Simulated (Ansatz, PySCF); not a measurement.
Molecule: BI2, net charge 0, doublet state. It need not be the lowest isomer of its formula. 
Geometry from a B3LYP-D3(BJ)/def2-TZVP (Ansatz, a program for electronic structure) optimisation:
```xyz
3

B      0.8267    -0.1246    -0.2499
I      0.2666    -1.0528     1.5507
I     -0.3446     1.0646    -1.5271
```
Charge 0, spin multiplicity 2.

Total electronic energies in hartree. Cores are frozen in the correlated levels unless marked. Open shells are spin-unrestricted. Spin-orbit coupling is left out. Frozen are the shells of the preceding noble gas and the d and f shells that filled before the atom's block. In def2 rows, elements after Kr have scalar-relativistic effective core potentials. STO-3G rows are all-electron and non-relativistic. CBS(X,Y): correlation extrapolated as X^-3; Hartree-Fock from the larger set. The bracket is a focal-point correction in the basis named.

```csv
level,program,energy (Eh)
HF/def2-SVPD,Ansatz,-617.95828
TPSS/def2-TZVPD,PySCF,-620.03893
M06-L-D4/def2-TZVPD,PySCF + dftd4,-620.58797
M06-L/def2-TZVPD,PySCF,-620.58775
B3LYP-D4/def2-TZVPD,Ansatz + dftd4,-620.44805
PBE0-D3(BJ)/def2-TZVPD,Ansatz + dftd3,-620.24628
PBE0-D4/def2-TZVP,Ansatz + dftd4,-620.24598
PBE0/def2-QZVPP,Ansatz,-620.24576
TPSSh-D4/def2-TZVPD,PySCF + dftd4,-620.08104
LC-wPBE-D3(BJ)/def2-TZVPD,Ansatz + dftd3,-620.29444
MP2/def2-SVPD,Ansatz,-618.22536
SCS-MP2/def2-TZVPPD,Ansatz,-618.34334
CCSD/STO-3G,Ansatz,-13725.79625
CCSD(T)/STO-3G,Ansatz,-13725.79903
"RI-MP2/CBS(def2-TZVPPD,def2-QZVPPD)+[CCSD(T)-MP2]/def2-TZVPPD",Ansatz,-618.4771
```

Totals of different functionals don't rank their quality; only differences between species are comparable.
